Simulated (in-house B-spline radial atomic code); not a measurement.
## Ionising Ce8+ with different functionals

Computed with an all-electron radial atomic-structure program (B-spline basis): scalar-relativistic (spin-free X2C) Hamiltonian, Fermi nucleus of rms radius 4.8771 fm, spin-polarised at highest spin, spherical fractional occupations for the functionals, the average over the highest-spin determinants for Hartree-Fock. The ionisation energy is the difference of two self-consistent energies, [Kr] 4d10 5s2 5p2 → [Kr] 4d10 5s2 5p1, without Breit or QED terms; ε is the level of the shell that loses the electron (its least bound occupied spin orbital). There is no spin-orbit coupling in this Hamiltonian.

Hybrids are left out here: with spherical fractional occupations of an open shell their exact exchange keeps a self-interaction that integer-occupation calculations don't have.

```tsv
method	rung	ΔSCF (eV)	-ε(5p) (eV)
Hartree-Fock	Hartree-Fock	123.08	123.34
LDA VWN5	LDA	124.39	117.13
LDA PW92	LDA	124.37	117.12
LDA exchange-only	LDA	122.96	115.75
PBE	GGA	124.02	116.87
PBEsol	GGA	124.13	116.96
BLYP	GGA	?	?
RPBE	GGA	?	?
PW91	GGA	124.17	116.99
BP86	GGA	124.20	117.01
AM05	GGA	124.14	116.96
OLYP	GGA	124.23	117.15
TPSS	meta-GGA	123.98	116.90
SCAN	meta-GGA	124.30	117.32
r2SCAN	meta-GGA	124.25	117.30
revTPSS	meta-GGA	123.99	116.96
```

Q: What does RPBE give?

A: ΔSCF 123.93 eV, and -ε(5p) = 116.82 eV.

Q: What does BLYP give?

A: ΔSCF 123.95 eV, and -ε(5p) = 116.70 eV.

Q: How do they compare with the NIST value?

A: NIST lists 125 eV ± 2.2 (tabulated theory, ground level to ground level). Errors run from -2.04 to -0.61 eV; all lie within about twice that uncertainty, so the table can't rank the methods. Hartree-Fock also lacks correlation.
